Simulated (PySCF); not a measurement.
A PySCF script (with the pyscf-properties extension) for the NMR shieldings of SMILES CBC[B@@H-](NC)[NH2+]C, C4H16B2N2, on a GFN2-xTB geometry:

```python
import basis_set_exchange as bse
import numpy as np
from pyscf import gto, dft
from pyscf.prop import nmr

atoms = """
C     3.052653   -1.405687    0.262774
B     1.845864   -1.252532   -0.745041
C     1.188829    0.120270   -1.017011
B    -0.073900    0.386460    0.024498
N    -0.867560    1.586773   -0.277508
C    -1.253817    2.561605    0.711809
N    -1.151824   -0.921564   -0.358003
C    -2.356789   -0.962204    0.458639
H     3.037600   -2.341636    0.819531
H     3.112776   -0.587026    0.975796
H     3.988073   -1.402021   -0.299314
H     1.425104   -2.231383   -1.264549
H     1.873481    0.951929   -0.851514
H     0.793219    0.221988   -2.030466
H     0.160189    0.225512    1.177402
H    -0.726371    2.023533   -1.176559
H    -2.180247    3.067375    0.414357
H    -0.491182    3.337306    0.881095
H    -1.426570    2.056729    1.660980
H    -0.602674   -1.771791   -0.279860
H    -1.388078   -0.775649   -1.334171
H    -3.056263   -1.735042    0.131689
H    -2.835933    0.012685    0.400694
H    -2.078313   -1.145868    1.493699
"""
names = dict.fromkeys(["C", "B", "N", "H"], "pcSseg-1")
basis = {el: gto.basis.parse(bse.get_basis(n, elements=[el], fmt="nwchem")) for el, n in names.items()}
mol = gto.M(atom=atoms, basis=basis, charge=0, verbose=0)
mf = dft.RKS(mol, xc="PBE0")
mf.grids.level = 2
mf.grids.alignment = dft.numint.BLKSIZE   # the property module wants whole blocks of grid points
mf.conv_tol = 1e-9
mf.kernel()

calc = nmr.RKS(mf)   # GIAO
C = mf.mo_coeff
Co = C[:, mf.mo_occ > 0]
resp = mf.gen_response(singlet=True, hermi=2)
def vind(x):   # induced exchange potential for any number of trial vectors
    d = np.einsum("pi,xij,qj->xpq", C, 2 * x.reshape(-1, C.shape[1], Co.shape[1]), Co, optimize=True)
    return np.einsum("xpq,pi,qj->xij", resp(d - d.transpose(0, 2, 1)), C, Co, optimize=True).ravel()
mo1, _ = nmr.rhf.solve_mo1(calc, with_cphf=vind)
sigma = calc.kernel(mo1)
for i, s in enumerate(sigma):   # ppm
    w = np.linalg.eigvalsh((s + s.T) / 2)
    print("%2d %-2s iso %8.1f  s11 %8.1f  s22 %8.1f  s33 %8.1f" % (i, mol.atom_pure_symbol(i), w.mean(), *w))
```

Task: Give the expected output.

Result: 
```
 0 C  iso    172.0  s11    151.4  s22    178.2  s33    186.3
 1 B  iso     15.4  s11    -70.3  s22     -8.0  s33    124.4
 2 C  iso    146.6  s11     98.4  s22    164.0  s33    177.3
 3 B  iso    104.5  s11     90.0  s22    105.5  s33    117.9
 4 N  iso    221.0  s11    191.7  s22    208.3  s33    262.9
 5 C  iso    146.9  s11    126.2  s22    129.3  s33    185.0
 6 N  iso    188.6  s11    161.1  s22    192.4  s33    212.4
 7 C  iso    158.7  s11    138.0  s22    152.1  s33    186.1
 8 H  iso     30.6  s11     27.6  s22     28.2  s33     36.0
 9 H  iso     30.5  s11     27.2  s22     30.5  s33     33.7
10 H  iso     31.1  s11     26.9  s22     29.1  s33     37.4
11 H  iso     24.0  s11     17.0  s22     25.9  s33     29.2
12 H  iso     30.3  s11     26.7  s22     30.0  s33     34.3
13 H  iso     30.7  s11     29.0  s22     29.6  s33     33.7
14 H  iso     29.2  s11     27.8  s22     29.0  s33     30.9
15 H  iso     32.1  s11     23.2  s22     32.8  s33     40.2
16 H  iso     28.7  s11     23.7  s22     26.5  s33     35.8
17 H  iso     28.4  s11     22.9  s22     26.5  s33     35.9
18 H  iso     29.0  s11     25.3  s22     27.8  s33     34.0
19 H  iso     29.6  s11     22.3  s22     28.4  s33     38.2
20 H  iso     30.5  s11     25.5  s22     29.1  s33     36.9
21 H  iso     29.5  s11     24.2  s22     27.0  s33     37.2
22 H  iso     28.5  s11     23.6  s22     29.4  s33     32.6
23 H  iso     29.6  s11     25.4  s22     27.7  s33     35.8
```

These numbers come from an equivalent density-fitted implementation of the same equations, which agrees with the script to about 0.01 ppm for H and up to a few tenths of a ppm for heavy atoms, so last digits may differ.

Size and cost of the density-fitted run: 216 basis functions, 37 s wall time on 1 thread of an Arm Neoverse V1, shared host; peak memory 0.88 GiB.
